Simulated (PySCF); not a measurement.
Run record: geometry optimisation, `C=[C](C)[GeH2][F]`.

Computed with PBE0-D3(BJ)/def2-SVP geometry optimisation, gas phase (PySCF 2.14.0). Start geometry: GFN2-xTB. The command runs a driver script over a list of jobs; the input below is this job's line of settings and its coordinates in Å.

Command:
```bash
OMP_NUM_THREADS=1 python probes_run.py task.json out
```

Input:
```
{"job": {"xc": "PBE0", "basis": "def2-SVP", "d3": "d3bj", "grid": 1, "shake": 0.01, "kind": "geom"}, "charge": 0, "multiplicity": 1}
C     -0.465450     1.529170    -0.381770
C     -0.259860     0.291550    -0.048000
C     -1.334740    -0.758080    -0.014170
Ge     1.600840    -0.300190     0.398920
F      2.004650    -1.458930    -0.862980
H     -1.476170     1.907700    -0.657610
H      0.313160     2.288440    -0.406620
H     -1.029970    -1.563940    -0.685260
H     -2.285500    -0.351290    -0.278840
H     -1.391850    -1.176190     1.009770
H      2.641350     0.736190     0.284880
H      1.723240    -1.172710     1.632660
```

Output:
```
step   0  E = -2294.45534445  max force = 0.052307
step   1  E = -2294.46078692  max force = 0.012678
step   2  E = -2294.46268400  max force = 0.004099
step   3  E = -2294.46285977  max force = 0.001383
step   4  E = -2294.46292102  max force = 0.001520
step   5  E = -2294.46296460  max force = 0.001276
step   6  E = -2294.46299304  max force = 0.000925
step   7  E = -2294.46300550  max force = 0.000634
step   8  E = -2294.46299803  max force = 0.000858
step   9  E = -2294.46299877  max force = 0.000485
step  10  E = -2294.46301096  max force = 0.000206
optimisation converged
```

Energies in Eh; «max force» is the largest Cartesian gradient component in Eh/bohr.

**Question.** Give the first gradient maximum in eV/Å.

**Answer.** With 1 Eh/bohr = 51.422 eV/Å, 2.690 eV/Å.

Summary of the converged run: final energy -2294.46301 Eh after 10 steps; dipole 2.31 D.

**Question.** Where do the atoms end?

**Answer.** 0.124 Å rms from the input after alignment:
```
atom  x, y, z in Å
C1    -0.3473    1.6000   -0.1457
C2    -0.2076    0.2781    0.0139
C3    -1.3555   -0.6639    0.2138
Ge4    1.5787   -0.4689   -0.0250
F5     1.5860   -1.7018   -1.2693
H6    -1.3350    2.0771   -0.1193
H7     0.5083    2.2624   -0.3120
H8    -1.3827   -1.4157   -0.5920
H9    -2.3204   -0.1344    0.2280
H10   -1.2543   -1.2239    1.1586
H11    2.6237    0.5833   -0.4287
H12    1.9480   -1.2192    1.2677
```

**Question.** How long does this job take on one thread of an Arm Neoverse V1, shared host? And the peak memory of the process?

**Answer.** About 67 s, with 0.51 GiB resident at the peak, the Python interpreter and its libraries included.
Labels such as C1 count atoms from 1, the log's own numbers from 0.
